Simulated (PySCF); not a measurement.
Compound: C5H7Cl3.
Structure used (GFN2-xTB), in Å, numbered top down from 1:
```
atom  x, y, z in Å
Cl1    1.9740   -0.7989   -1.3738
C2     1.7213   -0.2306    0.2876
Cl3    2.7593    1.1960    0.5445
Cl4    2.2514   -1.5221    1.3970
C5     0.2782    0.1251    0.5627
C6    -0.7800   -0.9387    0.2209
C7    -1.5765    0.1217   -0.5553
C8    -0.3986    1.0992   -0.4179
H9     0.2165    0.4616    1.5991
H10   -1.2793   -1.3821    1.0782
H11   -0.3905   -1.7312   -0.4125
H12   -2.4704    0.4524   -0.0322
H13   -1.8405   -0.1490   -1.5739
H14   -0.6319    2.0776   -0.0063
H15    0.1627    1.2268   -1.3399
```

NICS = −σ at a ghost point: NICS(0) at the centroid of the ring atoms, NICS(1) 1 Å to either side along the normal of their mean plane, zz for the tensor component along that normal. Level: GIAO PBE0/pcSseg-1 (PySCF, non-relativistic, gas phase) on the GFN2-xTB geometry, one conformer.

Ring bond lengths (Å), with Mayer bond orders in brackets: C5–C6 1.539 (0.99), C6–C7 1.537 (1.05), C7–C8 1.537 (1.05), C8–C5 1.539 (0.99).

Question: What do the NICS probes read (ppm)?

Answer: 
| ring | type | NICS(0) | NICS(1), two faces | NICS(1)zz, two faces | rms pucker (Å) | centre to ring atoms, mean (Å) |
| --- | --- | --- | --- | --- | --- | --- |
| C5–C6–C7–C8 | 4-membered carbocycle; formal bonds all single | -1.0 | -0.7 / -1.1 | 2.1 / 3.5 | 0.06 | 1.09 |

Question: What do they say, and how far can they be read as aromaticity?

Answer: 
- C5–C6–C7–C8: mean NICS(1)zz 2.8 ppm, near zero. C5, C6, C7, C8 have four or more neighbours, and the NICS criterion for π rings isn't applied.

Question: Give the inner angles of the rings and the Hirshfeld charges of the ring atoms.

Answer: 
- C5–C6–C7–C8: C5 89.6° (-0.050 e), C6 89.5° (-0.078 e), C7 89.8° (-0.068 e), C8 89.5° (-0.078 e); sum 358.5° against 360° for a flat convex ring.

Hardware: one thread, Arm Neoverse N1 (aarch64), no GPU, on a shared host. Cost: 57 s wall, 0.78 GiB resident at most. This is the whole shielding run at PBE0/pcSseg-1, SCF included.
